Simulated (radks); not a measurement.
The numbers below are computed, except where a source is named.
Dipole-allowed excitations along the series with 4 electrons in [He] 2s2. Level of theory: scalar-relativistic Kohn-Sham, PBE, spin-unpolarised, spherical densities, finite nucleus; Fermi nuclear charge, rms radius of each element as measured or else 0.836 A^(1/3) + 0.57 fm (a radial shooting solver on a logarithmic mesh with Libxc functionals). Time-dependent linear response with the Hartree and adiabatic LDA kernel, continuum included through the Sternheimer equations, no spin-orbit coupling, so fine structure and intercombination lines are absent. Lines are the poles of the dipole polarisability below minus the highest occupied eigenvalue, found on a grid refined at the orbital gaps; the lowest seven at most are given, and weak or close lines can be missed. The first line takes the name of the lowest orbital gap if no other gap lies below it; otherwise a line is named after a gap within 0.6 % of it, if that gap stands alone.

| species | -e(HOMO) (eV) | lowest orbital gap (eV) | first line (eV) | f | strongest line (eV) | its f | static alpha (bohr^3) |
|---|---|---|---|---|---|---|---|
| F5+ | 144.17 | 2s-2p 15.890 | 21.928 (2s-2p) | 0.431 | 94.932 (2s-3p) | 0.442 | 0.7237 |
| Ne6+ | 192.47 | 2s-2p 18.326 | 25.191 (2s-2p) | 0.378 | 124.10 (2s-3p) | 0.488 | 0.4793 |
| Mg8+ | 309.64 | 2s-2p 23.275 | 31.788 (2s-2p) | 0.306 | 193.93 (2s-3p) | 0.554 | 0.2410 |
| Si10+ | 454.33 | 2s-2p 28.391 | 38.558 (2s-2p) | 0.258 | 279.13 (2s-3p) | 0.600 | 0.1372 |

Estimate the first line of Al9+, its oscillator strength and the static polarisability.

Answer. 35.146 eV (2s-2p), f = 0.280, alpha = 0.1796 bohr^3.
